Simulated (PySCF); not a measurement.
## Distorted geometries of Dy(OH)3

Dy(OH)3 (singlet in the valence; each metal's 4f electrons, 9 of them, lie in its core potential, out of spins and levels). PySCF 2.14.0, RKS B3LYP, Dy lcecp-1-SVP with ECP55, O def2-SVP, H def2-SVP; non-relativistic Hamiltonian with scalar-relativistic core potentials where named; density fitting; no spin-orbit coupling. Relaxed geometry:

```xyz
7

Dy    0.0000    0.0000    0.1423
O     2.0578    0.0000    0.1445
H     3.0167    0.0000    0.1466
O    -1.0289    1.7821    0.1445
H    -1.5084    2.6125    0.1466
O    -1.0289   -1.7821    0.1445
H    -1.5083   -2.6125    0.1466
```

Question: Order these distorted geometries by energy above the relaxed one, lowest first.
A.
```xyz
7

Dy    0.2087   -0.0146    0.0733
O     2.0122    0.0882   -0.0060
H     2.9492   -0.0103    0.3851
O    -1.1753    1.7536    0.1766
H    -1.5118    2.3475    0.0647
O    -0.7643   -1.3827    0.2268
H    -1.7186   -2.7815    0.0950
```
B.
```xyz
7

Dy   -0.0265    0.0267    0.1609
O     2.0779    0.0174    0.1280
H     3.0193    0.0092    0.1674
O    -1.0351    1.7803    0.1537
H    -1.5290    2.6017    0.1092
O    -1.0080   -1.7874    0.1498
H    -1.4986   -2.6479    0.1466
```
C.
```xyz
7

Dy    0.0067   -0.0340    0.0527
O     2.0980    0.0468    0.1276
H     2.9897    0.0736    0.1441
O    -1.0420    1.7154    0.1412
H    -1.5094    2.6561    0.2722
O    -1.0223   -1.6531    0.1874
H    -1.5208   -2.8048    0.0904
```

Answer: B (0.07 eV), C (1.91 eV), A (11.36 eV).

Question: Which forces (eV/Å) act in the one that lies 1.91 eV up?

Answer: 
```
Dy   2.29  2.70 -0.09
O   -4.95 -0.27 -0.17
H    4.57  0.13  0.12
O   -1.90  3.79  0.52
H    1.68 -3.48 -0.51
O   -4.11 -8.61 -0.47
H    2.42  5.74  0.60
```
Forces carry noise of the integration grid, about 0.01 to 0.03 eV/Å.

An lcecp potential fixes the number of 4f electrons, so in runs with it no electron can move into or out of that shell.
